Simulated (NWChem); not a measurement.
System: AgH3O; SMILES [OH2]->[AgH]

The following NWChem deck was run.

```
start job
memory heap 200 mb stack 900 mb global 1100 mb
geometry units angstroms noautosym nocenter noautoz
  Ag     0.001313    -0.296693    -0.054577
  H      0.008077    -1.893236     0.057982
  O     -0.008254     1.964401    -0.153109
  H     -0.780985     2.303980     0.339252
  H      0.761770     2.310501     0.338952
end
basis spherical
  Ag library def2-svpd
  H library def2-svpd
  O library def2-svpd
end
ecp
  Ag library def2-ecp
end
dft
  xc xcamb88 1.00 lyp 0.81 vwn_5 0.19 hfexch 1.00
  cam 0.33 cam_alpha 0.19 cam_beta 0.46
  iterations 150
end
property
  response 1 0.0
end
task dft property
```

Output (shortened):

```
             Northwest Computational Chemistry Package (NWChem) 7.3.0
             --------------------------------------------------------

                             Geometry "geometry" -> ""
                             -------------------------

 Output coordinates in angstroms (scale by  1.889725989 to convert to a.u.)

  No.       Tag          Charge          X              Y              Z
 ---- ---------------- ---------- -------------- -------------- --------------
    1 Ag                  47.0000     0.00131300    -0.29669300    -0.05457700
    2 H                    1.0000     0.00807700    -1.89323600     0.05798200
    3 O                    8.0000    -0.00825400     1.96440100    -0.15310900
    4 H                    1.0000    -0.78098500     2.30398000     0.33925200
    5 H                    1.0000     0.76177000     2.31050100     0.33895200

 Effective nuclear repulsion energy (a.u.)     131.9300913854

                                 NWChem DFT Module
                                 -----------------

 Summary of "ao basis" -> "ao basis" (spherical)
 ------------------------------------------------------------------------------
       Tag                 Description            Shells   Functions and Types
 ---------------- ------------------------------  ------  ---------------------
 Ag                        def2-svpd                12       34   5s4p2d1f
 H                         def2-svpd                 4        8   2s2p
 O                         def2-svpd                 9       23   4s3p2d

            General Information
            -------------------
          SCF calculation type: DFT
          Wavefunction type:  closed shell.
          No. of atoms     :     5
          No. of electrons :    30
           Alpha electrons :    15
            Beta electrons :    15
          Charge           :     0
          Spin multiplicity:     1
          Use of symmetry is: off; symmetry adaption is: off
          Maximum number of iterations: 150
          AO basis - number of functions:    81
                     number of shells:    33
          Convergence on energy requested:  1.00D-06
          Convergence on density requested:  1.00D-05
          Convergence on gradient requested:  5.00D-04

              XC Information
              --------------
                     Hartree-Fock (Exact) Exchange  1.000
                   CAM-Becke88 Exchange Functional  1.000
                      VWN V Correlation Functional  0.190 local
              Lee-Yang-Parr Correlation Functional  0.810

           Range-Separation Parameters
           ---------------------------
           Alpha           :  0.19
           Beta            :  0.46
           Gamma           :  0.33
           Short-Range HF  :     F

             Grid Information
             ----------------
          Grid used for XC integration:  medium
          Radial quadrature: Mura-Knowles
          Angular quadrature: Lebedev.
          Tag              B.-S. Rad. Rad. Pts. Rad. Cut. Ang. Pts.
          ---              ---------- --------- --------- ---------
          Ag                  1.60      123          10.0       590
          H                   0.35       45          12.0       434
          O                   0.60       49          11.0       434
          Grid pruning is: on
          Number of quadrature shells:   307
          Spatial weights used:  Erf1

      Superposition of Atomic Density Guess
      -------------------------------------

 Sum of atomic energies:        -243.85930585

      Non-variational initial energy
      ------------------------------

 Total energy =    -222.225903
 1-e energy   =    -480.955002
 2-e energy   =     199.229245
 HOMO         =      -0.400918
 LUMO         =      -0.045796

   convergence    iter        energy       DeltaE   RMS-Dens  Diis-err
 ---------------- ----- ----------------- --------- --------- ---------
 d= 0,ls=0.0,diis     1   -223.7592772460 -2.83D+02  2.01D-02  7.44D-01
 d= 0,ls=0.0,diis     2   -223.7271282214  3.21D-02  1.13D-02  1.42D+00
 d= 0,ls=0.0,diis     3   -223.8623227139 -1.35D-01  8.90D-04  2.76D-03
 d= 0,ls=0.0,diis     4   -223.8626431692 -3.20D-04  3.79D-04  5.12D-04
 d= 0,ls=0.0,diis     5   -223.8626925592 -4.94D-05  7.94D-05  1.05D-04
  Resetting Diis
 d= 0,ls=0.0,diis     6   -223.8627032069 -1.06D-05  5.56D-05  5.81D-06
 d= 0,ls=0.0,diis     7   -223.8627044252 -1.22D-06  1.45D-05  8.09D-07
 d= 0,ls=0.0,diis     8   -223.8627045141 -8.89D-08  7.13D-06  5.09D-07

         Total DFT energy =     -223.862704514075
      One electron energy =     -484.640060746860
           Coulomb energy =      224.971393494470
    Exchange-Corr. energy =      -23.693891486545
 Nuclear repulsion energy =       59.499854224860

 Numeric. integr. density =       29.999987671680

                       DFT Final Molecular Orbital Analysis
                       ------------------------------------

 Vector   13  Occ=2.000000D+00  E=-3.769452D-01
              MO Center=  1.3D-03, -2.9D-01, -5.4D-02, r^2= 6.8D-01
   Bfn.  Coefficient  Atom+Function         Bfn.  Coefficient  Atom+Function
  ----- ------------  ---------------      ----- ------------  ---------------
    21      0.912997  1 Ag d  1              26      0.182213  1 Ag d  1

 Vector   14  Occ=2.000000D+00  E=-3.769295D-01
              MO Center=  1.3D-03, -2.9D-01, -5.4D-02, r^2= 6.8D-01
   Bfn.  Coefficient  Atom+Function         Bfn.  Coefficient  Atom+Function
  ----- ------------  ---------------      ----- ------------  ---------------
    20      0.799676  1 Ag d  0              22     -0.439107  1 Ag d  2
    25      0.159058  1 Ag d  0              27     -0.089261  1 Ag d  2
    19     -0.036253  1 Ag d -1

 Vector   15  Occ=2.000000D+00  E=-2.744336D-01
              MO Center=  4.4D-03, -1.0D+00,  1.4D-02, r^2= 2.3D+00
   Bfn.  Coefficient  Atom+Function         Bfn.  Coefficient  Atom+Function
  ----- ------------  ---------------      ----- ------------  ---------------
     4      0.565716  1 Ag s                 22      0.346746  1 Ag d  2
     2     -0.318161  1 Ag s                 35      0.297090  2 H  s
     5      0.211746  1 Ag s                 20      0.203233  1 Ag d  0
    36      0.169781  2 H  s                  1      0.150147  1 Ag s
     3     -0.141173  1 Ag s                  7      0.106354  1 Ag py

 Vector   16  Occ=0.000000D+00  E=-1.816832D-02
              MO Center= -7.7D-03,  1.9D+00,  4.8D-01, r^2= 6.4D+00
   Bfn.  Coefficient  Atom+Function         Bfn.  Coefficient  Atom+Function
  ----- ------------  ---------------      ----- ------------  ---------------
     5      0.756514  1 Ag s                 54      0.631966  3 O  py
    13      0.609720  1 Ag py                44     -0.234486  3 O  s
     4      0.229972  1 Ag s                 55      0.173194  3 O  pz
    22     -0.140718  1 Ag d  2              45     -0.139746  3 O  s
    49     -0.130118  3 O  pz                71     -0.128350  4 H  px

 Vector   17  Occ=0.000000D+00  E= 2.863858D-02
              MO Center= -4.8D-04,  1.3D-01,  3.4D-03, r^2= 8.9D+00
   Bfn.  Coefficient  Atom+Function         Bfn.  Coefficient  Atom+Function
  ----- ------------  ---------------      ----- ------------  ---------------
    12      0.947628  1 Ag px                67      0.277738  4 H  s
    75     -0.277740  5 H  s                 53      0.276019  3 O  px
    15     -0.206157  1 Ag px                 9      0.187277  1 Ag px
     6     -0.153762  1 Ag px                47     -0.132446  3 O  px
    71      0.121003  4 H  px                79      0.120670  5 H  px

 Vector   18  Occ=0.000000D+00  E= 3.604223D-02
              MO Center=  7.9D-04, -1.9D-01, -4.1D-01, r^2= 8.7D+00
   Bfn.  Coefficient  Atom+Function         Bfn.  Coefficient  Atom+Function
  ----- ------------  ---------------      ----- ------------  ---------------
    14      1.051518  1 Ag pz                46      0.633345  3 O  s
     5     -0.304318  1 Ag s                 54     -0.301924  3 O  py
    16     -0.215756  1 Ag py                17     -0.204067  1 Ag pz
    11      0.193904  1 Ag pz                67     -0.194257  4 H  s
    75     -0.194257  5 H  s                  8     -0.160745  1 Ag pz

     Multipole analysis of the density
     ---------------------------------

     L   x y z        total         alpha         beta         nuclear
     -   - - -        -----         -----         ----         -------
     0   0 0 0     -0.000000    -15.000000    -15.000000     30.000000

     1   1 0 0     -0.009353      0.044667      0.044667     -0.098687
     1   0 1 0      2.237126    -10.975009    -10.975009     24.187143
     1   0 0 1      0.486473      1.684766      1.684766     -2.883059

     2   2 0 0    -19.187781    -11.720234    -11.720234      4.252688
     2   1 1 0     -0.002335      0.341137      0.341137     -0.684609
     2   1 0 1     -0.012776     -0.010798     -0.010798      0.008819
     2   0 2 0    -18.427655    -92.731308    -92.731308    167.034960
     2   0 1 1      2.952354      2.625122      2.625122     -2.297891
     2   0 0 2    -21.103608    -11.404352    -11.404352      1.705096

 *** CALLING NEW AORESP DRIVER FOR CLOSED AND OPEN SHELLS ***
 Entering AOResponse driver routine

[...]

 DFT Linear Response polarizability / au
 Frequency  =       0.0000000 / au
              X              Y              Z
 -----------------------------------------------
 X      43.0839606     -0.0393733     -0.0053106
 Y      -0.0393733     52.4599656      1.1934194
 Z      -0.0053106      1.1934101     41.6994075
 -----------------------------------------------
 Eigenvalues =      43.0837953     52.5909007     41.5686377
 Isotropic   =      45.7477779
 Anisotropic =      10.3482133
 -----------------------------------------------

 Magnetic Dipole Response Matrix (nonzero elements):

 Exiting AOResponse driver routine
```

Level: CAM-B3LYP/def2-SVPD with def2 effective core potentials on Ag. All runs use the structure optimised with PBE-D3(BJ)/def2-SVP. def2 effective core potentials on Ag; no spin-orbit coupling.
